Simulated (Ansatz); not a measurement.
The cluster Rb3. Charge 0, multiplicity 2. Geometry B3LYP/def2-TZVP.

```csv
atom,x (Å),y (Å),z (Å)
Rb1,3.199,1.685,0.824
Rb2,-2.163,-3.003,-0.231
Rb3,-1.037,1.318,-0.593
```

In the def2 sets Rb takes a core potential, while STO-3G treats all electrons; there is no spin–orbit coupling. At HF/STO-3G, r2SCAN/def2-TZVP, r2SCAN/def2-TZVPD the charge 0 doublet is spin-contaminated (final ⟨S²⟩ up to 1.62, 0.75 for a pure state). At HF/STO-3G the highest occupied level of the charge 0 doublet lies above zero (up to 1.10 eV). In Hartree–Fock with STO-3G the lack of diffuse functions raises the level. The structure comes from a short search, and lower isomers may exist.

Problem. Estimate the α-spin orbital energies around the gap (eV) in Ansatz with HF/STO-3G, r2SCAN/def2-TZVP, r2SCAN/def2-TZVPD, PBE0/def2-SVP, PBE0/def2-TZVP.

Solution. 
```
orbital  HF/STO-3G  r2SCAN/def2-TZVP  r2SCAN/def2-TZVPD  PBE0/def2-SVP  PBE0/def2-TZVP
 HOMO−9     -18.84            -16.44             -16.44         -17.60          -17.56
 HOMO−8     -18.84            -16.44             -16.44         -17.60          -17.56
 HOMO−7     -18.84            -16.44             -16.44         -17.60          -17.56
 HOMO−6     -18.83            -16.44             -16.44         -17.59          -17.55
 HOMO−5     -18.83            -16.44             -16.44         -17.59          -17.55
 HOMO−4     -18.49            -16.30             -16.30         -17.45          -17.40
 HOMO−3     -18.48            -16.28             -16.28         -17.43          -17.38
 HOMO−2     -18.48            -16.26             -16.26         -17.42          -17.37
 HOMO−1       0.95             -2.76              -2.76          -3.19           -3.17
   HOMO       1.10             -2.36              -2.36          -2.61           -2.60
   LUMO       8.82             -1.40              -1.40          -1.21           -1.21
 LUMO+1      14.01             -1.02              -1.02          -0.74           -0.76
 LUMO+2      14.62             -0.98              -0.98          -0.72           -0.73
 LUMO+3      14.97             -0.86              -0.86          -0.56           -0.58
 LUMO+4      15.05             -0.70              -0.70          -0.37           -0.41
 LUMO+5      15.06             -0.35              -0.35          -0.08           -0.14
 β HOMO       1.07             -2.59              -2.59          -2.96           -2.94
 β LUMO       8.74             -1.50              -1.50          -1.50           -1.48
```
